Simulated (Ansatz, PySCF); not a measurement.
Ge(H)2(Br)(Me) (CH5BrGe), SMILES [GeH2]([Br])[CH3]. Atoms are numbered in the order given.

```xyz
8

Ge    -0.3639    -0.8425     0.2804
C     -2.2195    -0.2721     0.2859
Br     0.9348     0.9724    -0.3599
H     -0.0928    -1.9539    -0.7471
H      0.1278    -1.2592     1.6764
H     -2.3544     0.5575     0.9936
H     -2.8681    -1.1091     0.5856
H     -2.5107     0.0656    -0.7183
```
Charge 0, spin multiplicity 1.

The structure is a stationary point at PBE0-D3(BJ)/def2-SVP.

Two levels are set side by side: PBE-D3(BJ)/def2-SVP (Ansatz, a first-principles code) and PBE0-D3(BJ)/def2-SVP (Ansatz). Each level has its own optimised geometry; the coordinates shown are those of the second. Frequencies come from the Hessian of PySCF at each geometry. Differences are taken from unrounded values.

```json
[
 {"quantity": "mean bond length (Å)", "PBE0-D3(BJ)": "1.519"},
 {"quantity": "bond Ge1–C2 (Å)", "PBE0-D3(BJ)": "1.941"},
 {"quantity": "bond Ge1–Br3 (Å)", "PBE0-D3(BJ)": "2.322"},
 {"quantity": "bond Ge1–H4 (Å)", "PBE0-D3(BJ)": "1.538"},
 {"quantity": "bond Ge1–H5 (Å)", "PBE0-D3(BJ)": "1.538"},
 {"quantity": "bond C2–H6 (Å)", "PBE0-D3(BJ)": "1.099"},
 {"quantity": "bond C2–H7 (Å)", "PBE0-D3(BJ)": "1.101"},
 {"quantity": "bond C2–H8 (Å)", "PBE0-D3(BJ)": "1.099"},
 {"quantity": "highest harmonic wavenumber (cm⁻¹)", "PBE0-D3(BJ)": "3195"},
 {"quantity": "mean harmonic wavenumber (cm⁻¹)", "PBE0-D3(BJ)": "1302"},
 {"quantity": "zero-point energy (kcal/mol)", "PBE0-D3(BJ)": "33.52"}
]
```

Question: What does PBE-D3(BJ) give, and how far is it from PBE0-D3(BJ)? (An estimate is asked for; the answer gives what the named calculation found.)

Answer: 
```csv
quantity,PBE-D3(BJ),PBE-D3(BJ) minus PBE0-D3(BJ)
mean bond length (Å),1.532,0.012
bond Ge1–C2 (Å),1.957,0.016
bond Ge1–Br3 (Å),2.341,0.019
bond Ge1–H4 (Å),1.551,0.013
bond Ge1–H5 (Å),1.551,0.013
bond C2–H6 (Å),1.106,0.008
bond C2–H7 (Å),1.108,0.008
bond C2–H8 (Å),1.106,0.008
highest harmonic wavenumber (cm⁻¹),3109,-86
mean harmonic wavenumber (cm⁻¹),1259,-44
zero-point energy (kcal/mol),32.39,-1.13
```

GGA bonds tend to be longer and softer than those of functionals with exact exchange. Differences between two approximate levels are no errors against the true value.
